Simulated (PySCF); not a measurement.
C7H9BO, SMILES Bc1c(cccc1)OC at its GFN2-xTB optimised geometry (Å):

```
18

B     -1.7623    -1.8102    -0.0063
C     -0.9266    -0.5135     0.0000
C     -1.5594     0.7354     0.0019
C     -0.8596     1.9256     0.0021
C      0.5244     1.8949     0.0010
C      1.1975     0.6862     0.0000
C      0.4910    -0.5135     0.0000
O      1.0919    -1.7288     0.0016
C      2.4960    -1.8066    -0.0010
H     -1.2493    -2.8585    -0.0267
H     -2.9299    -1.7308     0.0083
H     -2.6394     0.7571     0.0023
H     -1.3827     2.8702     0.0029
H      1.0900     2.8157     0.0009
H      2.2766     0.6923    -0.0010
H      2.9299    -1.3393     0.8892
H      2.7297    -2.8702     0.0043
H      2.9257    -1.3489    -0.8982
```

Computed with PBE0/def2-SVP run with PySCF. Cells within 0.4 Å of a nucleus heavier than hydrogen are left out (blank, or x).

Map of the electron localisation function on the plane z = 0.0 Å:

```
|00000000000000000000000000000|
|00000000000000000000000000000|
|00000000034200000220000000000|
|00000001799820006997100000000|
|00000006999960039999700000000|
|00000007999980069999810000000|
|00000004999982279999700000000|
|00000000699965669998200000000|
|00000000157xx88xx872000000000|
|00002321146xx88xx540011000000|
|00028998569846648964788710000|
|0006999992x861268328999940000|
|000599999xx330033xx9999920000|
|00018999833861168x18999400000|
|00000366469856559965761000000|
|00000000045xx88xx740000000000|
|00012321267xx88xx520023200000|
|00499998489866548853356510000|
|018999993x4961147x783x5520000|
|01899999xxx53006xxx8xxx320000|
|008999992x28601898763x5520000|
|00499997699991068842799961000|
|00046643799994025401999993000|
|00001112899997001001999996000|
|00000001799998000001999994000|
|00000000599997000001899960000|
|00000000147751000000145200000|
|00000000000000000000000000000|
|00000000000000000000000000000|
```
Scale: ten equal steps from 0.000 (start of '0') to 1.000 (end of '9'), in the order '0123456789'; x runs from -5.00 to 5.00, y from -5.00 (bottom) to 5.00 (top).
